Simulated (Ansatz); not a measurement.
Consider the isomerisation: `CBOCO` → `OBCCO`.

Program: Ansatz. Geometries: PBE0-D4/def2-TZVP. ΔE: electronic, gas phase. CBS: MP2 limit from def2 TZ/QZ plus the TZ coupled-cluster correction, frozen cores. DFT in def2-TZVPP. One conformer a species, not always the lowest.

`CBOCO`:

Cartesian coordinates in Å:
```
C 1.397 0.983 -1.261
B 0.457 0.644 -0.066
O -0.002 -0.621 0.091
C -0.913 -0.949 1.116
O -2.210 -1.012 0.634
H 0.936 1.757 -1.885
H 1.631 0.122 -1.890
H 2.333 1.421 -0.899
H 0.123 1.474 0.743
H -0.906 -0.179 1.891
H -0.582 -1.908 1.528
H -2.265 -1.733 -0.001
```

`OBCCO`:

Cartesian coordinates in Å:
```
O -1.256 -1.791 -1.235
B -0.505 -0.668 -1.132
C -0.428 0.073 0.244
C 0.920 0.696 0.560
O 0.901 1.533 1.698
H -1.275 -2.154 -2.123
H 0.066 -0.251 -2.110
H -1.169 0.886 0.194
H -0.754 -0.589 1.056
H 1.242 1.334 -0.267
H 1.682 -0.089 0.674
H 0.574 1.019 2.441
```

```tsv
level	ΔE (eV)
r2SCAN-D4	-0.04
ωB97X-V	-0.05
r2SCAN	-0.04
PBE0	-0.07
MP2/def2-TZVPP	-0.11
CCSD(T)/def2-TZVPP	-0.07
MP2/def2-QZVPP	-0.12
MP2/CBS(def2)	-0.13
```

Question: What does CCSD(T)/CBS give? (Estimate.)

Answer: Computed: -0.10 eV. The listed levels differ from it by 0.06, 0.05, 0.06, 0.03, -0.01, 0.03, -0.02, -0.03 eV.

Largest T1 diagnostic among the species: 0.012.

In def2-TZVPP, CCSD(T) changes the Hartree–Fock value by −0.09 eV (the triples alone add +0.00 eV) and MP2 by −0.12 eV.
